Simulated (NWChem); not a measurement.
## Correlation energy of OSe

```xyz
2

O      0.0000     0.0000     1.3410
Se     0.0000     0.0000    -0.3155
```
Charge 0, spin multiplicity 3.

The numbers come from NWChem runs, not from measurements. Structure: optimised with UB3LYP/def2-SVP, a minimum by its harmonic frequencies.

Basis set: STO-3G. Each correlation energy counts from its own Hartree-Fock reference.

The Hamiltonian is non-relativistic. The correlated methods keep 10 core orbitals frozen. The structure started from a generated list of species. The unpaired electrons of the parent sit in orbitals of symmetry b1 and b2 (C2v labels of the run); other states weren't searched. No SCF solution was tested for a lower state. Open-shell Hartree-Fock references start from PBE0 orbitals. Coupled-cluster values serve here as a point of comparison, not as the truth.

```
method           correlation energy (mHa)            remark
---------------  ------------------------  ----------------
UMP2                                -75.5                 -
SCS-UMP2                              ___                 -
CCSD on UHF                         -91.2                 -
CCSD[T] on UHF                      -93.1                 -
CCSD(T) on UHF                      -92.4                 -
CCSD on ROHF                          ___                 -
CCSD[T] on ROHF                       ___                 -
CCSD(T) on ROHF                     -94.8                 -
CCSDT on ROHF                       -94.7  large amplitudes
```

Problem. Some entries are withheld; supply them.

Solution. 
- SCS-UMP2, correlation energy (mHa): -57.9
- CCSD on ROHF, correlation energy (mHa): -93.4
- CCSD[T] on ROHF, correlation energy (mHa): -95.5
